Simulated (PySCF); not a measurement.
Spinor energies of As¹⁶⁺ (arsenic, charge +16)

Start: [Ne] 3s2 3p5; 3p1/2 filled at m_j = -1/2, +1/2; 3p3/2 filled at m_j = -1/2, +1/2, +3/2. Calculated with PySCF 2.14 in an uncontracted even-tempered set (19 s from 1.5 bohr⁻², ratio 2.4; 14 p from 1.9 bohr⁻², ratio 2.4; 5 d from 9.8 bohr⁻², ratio 2.6; 4 f from 15 bohr⁻², ratio 2.6): generalised Hartree-Fock with the X2C-1e Hamiltonian and a Gaussian nucleus; one run each with spin-orbit coupling (SO) switched off, then screened by Boettger's factors.

```json
{"spinor shell": "1s1/2", "electrons": "2", "ε, spin-free (eV)": "-12522.9", "ε, screened SO (eV)": "-12522.4", "weight of nominal j (screened SO)": "1.000", "rms radius, screened SO (bohr)": "0.0524"}
{"spinor shell": "2s1/2", "electrons": "2", "ε, spin-free (eV)": "-2146.8", "ε, screened SO (eV)": "-2146.6", "weight of nominal j (screened SO)": "1.000", "rms radius, screened SO (bohr)": "0.217"}
{"spinor shell": "2p1/2", "electrons": "2", "ε, spin-free (eV)": "-1949.2", "ε, screened SO (eV)": "-1975.3", "weight of nominal j (screened SO)": "1.000", "rms radius, screened SO (bohr)": "0.191"}
{"spinor shell": "3s1/2", "electrons": "2", "ε, spin-free (eV)": "-698.81", "ε, screened SO (eV)": "-698.72", "weight of nominal j (screened SO)": "1.000", "rms radius, screened SO (bohr)": "0.560"}
{"spinor shell": "3p1/2", "electrons": "2", "ε, spin-free (eV)": "-633.00", "ε, screened SO (eV)": "-637.98", "weight of nominal j (screened SO)": "0.948", "rms radius, screened SO (bohr)": "0.555"}
{"spinor shell": "3p3/2", "electrons": "3", "ε, spin-free (eV)": "-633.00", "ε, screened SO (eV)": "-630.49", "weight of nominal j (screened SO)": "0.966", "rms radius, screened SO (bohr)": "0.561"}
```

(1) Where does 2p3/2 lie, and what is the 2p spin-orbit splitting (screened SO)?

```json
{"quantity": "E (hartree)", "spin-free": "-2128.86316", "screened SO": "-2129.05148"}
{"quantity": "M_J", "spin-free": "3/2", "screened SO": "3/2"}
{"quantity": "⟨J²⟩", "spin-free": "3.752", "screened SO": "3.752"}
{"quantity": "⟨L²⟩", "spin-free": "2.001", "screened SO": "2.003"}
{"quantity": "⟨S²⟩", "spin-free": "0.750", "screened SO": "0.752"}
```

Each row is a mean over spinors that exchange with the open shell spreads, by up to 10.342 eV (3s1/2).

Without spin-orbit coupling the j labels of p, d and f shells carry no meaning; the spin-free column gives the mean over the occupied spinors of each nl shell.

Results:

(1) At -1936.4 eV, 38.864 eV above 2p1/2.
